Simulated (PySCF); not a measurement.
Compound: C4H13NSi2.
Cartesian coordinates in Å at the GFN2-xTB level; atoms count from 1:
```
atom  x, y, z in Å
C1     2.833   -1.034   -0.242
C2     2.128    0.211    0.276
Si3    0.395    0.434   -0.491
C4    -0.662    1.774    0.401
C5    -1.997    1.015    0.588
Si6   -1.438   -0.788    0.241
N7    -2.437   -1.463   -0.998
H8     2.916   -1.003   -1.326
H9     2.275   -1.929    0.028
H10    3.836   -1.120    0.173
H11    2.741    1.086    0.056
H12    2.052    0.153    1.362
H13    0.599    0.739   -1.923
H14   -0.240    2.032    1.373
H15   -0.798    2.713   -0.132
H16   -2.442    1.208    1.563
H17   -2.721    1.346   -0.156
H18   -1.409   -1.604    1.476
H19   -2.199   -2.368   -1.369
H20   -3.438   -1.392   -0.903
```

Definitions: NICS(0) = −σiso at the ring centroid; NICS(1) = −σiso and NICS(1)zz = −σzz at ±1 Å along the ring normal z. Level: GIAO PBE0/pcSseg-1 (PySCF, non-relativistic, gas phase) on the GFN2-xTB geometry, one conformer.

Ring bond lengths (Å), with Mayer bond orders in brackets: Si3–C4 1.927 (0.90), C4–C5 1.547 (1.00), C5–Si6 1.919 (0.92), Si6–Si3 2.322 (0.93).

Give the NICS values of each ring in ppm.

| ring | type | NICS(0) | NICS(1), two faces | NICS(1)zz, two faces | rms pucker (Å) | centre to ring atoms, mean (Å) |
| --- | --- | --- | --- | --- | --- | --- |
| Si3–C4–C5–Si6 | 4-membered ring with 2 Si; formal bonds all single | 2.2 | 0.0 / -0.8 | 6.6 / 5.5 | 0.10 | 1.35 |

What can be read from them?

- Si3–C4–C5–Si6: mean NICS(1)zz 6.1 ppm, deshielded. Si3, C4, C5, Si6 have four or more neighbours, so the value isn't read as a sign of a π ring current.

List the ring angles and the Hirshfeld charges of the ring atoms.

- Si3–C4–C5–Si6: Si3 77.7° (+0.271 e), C4 100.8° (-0.165 e), C5 100.9° (-0.168 e), Si6 78.0° (+0.299 e); sum 357.4° against 360° for a flat convex ring.

What are the shieldings of the ring atoms and their hydrogens in the same run (means over atoms taken as equivalent)?

```
atoms                  environment  σ isotropic (ppm)
  Si3                  SiH silicon              360.2
   C4  sp3 carbon bound to silicon              177.8
   C5  sp3 carbon bound to silicon              173.1
  Si6                  SiH silicon              351.7
  H13                Si–H hydrogen              26.89
  H14           methylene hydrogen              30.45
  H15           methylene hydrogen              30.13
  H16           methylene hydrogen              30.01
  H17           methylene hydrogen              30.27
  H18                Si–H hydrogen              25.73
```
